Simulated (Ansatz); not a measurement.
`B[SiH2]C#N` + `C=N` → `B[SiH2]N=C` + `C#N` at 600 K and 1 bar (ligand exchange at the Si–C bond).

Calculated with Ansatz (gas phase, PBE0-D4/def2-TZVP geometries, no zero-point term in ΔE). CBS: MP2 limit from def2 TZ/QZ plus the TZ coupled-cluster correction, frozen cores. This one scheme is used for every species. Each species was taken in one conformer, which may not be the lowest.

| species | CCSD(T)/CBS energy (Eh) | H − E (kJ/mol) | S (J/(mol·K)) |
| --- | --- | --- | --- |
| `B[SiH2]C#N` | -408.97966 | 170.4 | 396.7 |
| `C=N` | -94.52360 | 129.6 | 259.4 |
| `B[SiH2]N=C` | -410.17839 | 233.8 | 412.4 |
| `C#N` | -93.32098 | 64.3 | 228.4 |

H − E and S are ideal-gas, rigid-rotor, harmonic terms from PBE0-D4/def2-TZVP, for one conformer and one mirror image of each species. 1 Eh = 2625.50 kJ/mol, R = 8.31446 J/(mol·K).

Question: By hand: ΔE, ΔH, ΔS and ΔG.

Answer: ΔE = (-410.17839) + (-93.32098) − (-408.97966) − (-94.52360) = 0.00389 Eh = 10.2 kJ/mol. Δ(H − E) = 233.8 + 64.3 − 170.4 − 129.6 = -1.9, so ΔH = 8.3 kJ/mol. ΔS = 412.4 + 228.4 − 396.7 − 259.4 = -15.3 J/(mol·K). ΔG = 8.3 − 600 × (-15.3)/1000 = 17.5 kJ/mol.

Question: By hand: the equilibrium constant, and the temperature at which ΔG would vanish if ΔH and ΔS stayed fixed.

Answer: log₁₀ K = −ΔG/(RT ln 10) = -1.5. ΔH and −TΔS have one sign here, so there is no such temperature.

TΔS isn't small against ΔH here. A doubt of 5 kJ/mol in ΔE shifts log₁₀ K by 0.4 here. Other conformers and mirror images would add mixing entropy, several J/(mol·K) or more a flexible species. These are equilibria of isolated gas molecules and say nothing of rates. Largest T1 diagnostic: 0.014 (customary marks: 0.02 for closed shells, 0.045 for open ones).
